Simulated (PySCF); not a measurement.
## How methods differ on the ionisation energy of I²⁺

I²⁺ [Kr] 4d10 5s2 5p3 (4S) → I³⁺ [Kr] 4d10 5s2 5p2 (3P), as a difference of total energies. Computed with PySCF 2.14 in aug-cc-pwCVTZ-DK3 (10s9p7d4f1g, 109 functions), with scalar relativity by spin-free X2C-1e. Correlated levels: valence: [Kr] 4d10 frozen. The calculations carry no spin-orbit coupling.

| method | ionisation energy (eV) |
| --- | --- |
| UHF | 29.849 |
| MP2 (valence) | 30.302 |
| SCS-MP2 (valence) | 30.173 |
| CCSD (valence) | 30.287 |
| CCSD(T) (valence) | 30.313 |

**Question.** How much does correlation contribute at CCSD(T) (valence)?

**Answer.** 30.313 − (29.849) = 0.464 eV, measured against UHF.

A first-order spin-orbit estimate (lowest level to lowest level, LS coupling) adds -0.833 eV.

Errors of the correlated levels include the incompleteness of this basis and the frozen core.

For comparison: 29.57 ± 0.025 eV (measured; NIST Atomic Spectra Database, ionization energies).
